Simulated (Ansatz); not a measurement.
`S[SiH2][GaH2]` → `[SH][GaH2]` + `[SiH2]` at 298.15 K and 1 bar (silylene formation by 1,1-elimination).

Calculated with Ansatz (gas phase, PBE0-D4/def2-TZVP geometries, no zero-point term in ΔE). CBS: MP2 limit from def2 TZ/QZ plus the TZ coupled-cluster correction, frozen cores. This one scheme is used for every species. For Ga outer-core shells are correlated without core-valence functions, which leaves a few kJ/mol of doubt a bond. Scalar relativity is left out up to krypton. Each species was taken in one conformer, which may not be the lowest.

```tsv
species	CCSD(T)/CBS energy (Eh)	H − E (kJ/mol)	S (J/(mol·K))
`S[SiH2][GaH2]`	-2613.80410	124.8	352.4
`[SH][GaH2]`	-2323.53734	73.1	277.9
`[SiH2]`	-290.19011	40.6	207.5
```

H − E and S are ideal-gas, rigid-rotor, harmonic terms from PBE0-D4/def2-TZVP, for one conformer and one mirror image of each species. 1 Eh = 2625.50 kJ/mol, R = 8.31446 J/(mol·K).

Problem. By hand: ΔE, ΔH, ΔS and ΔG.

Solution. ΔE = (-2323.53734) + (-290.19011) − (-2613.80410) = 0.07665 Eh = 201.2 kJ/mol. Δ(H − E) = 73.1 + 40.6 − 124.8 = -11.1, so ΔH = 190.1 kJ/mol. ΔS = 277.9 + 207.5 − 352.4 = 133.0 J/(mol·K). ΔG = 190.1 − 298.15 × (133.0)/1000 = 150.4 kJ/mol.

Problem. By hand: the equilibrium constant, and the temperature at which ΔG would vanish if ΔH and ΔS stayed fixed.

Solution. log₁₀ K = −ΔG/(RT ln 10) = -26.3. ΔG = 0 at ΔH/ΔS = 1429 K.

The number of gas molecules changes by +1, which sets the sign of ΔS. A doubt of 5 kJ/mol in ΔE shifts log₁₀ K by 0.9 here. Other conformers and mirror images would add mixing entropy, several J/(mol·K) or more a flexible species. Modes under 60 cm⁻¹, often nearly free rotors, make the harmonic entropy too high. These are equilibria of isolated gas molecules and say nothing of rates. Largest T1 diagnostic: 0.014 (customary marks: 0.02 for closed shells, 0.045 for open ones).
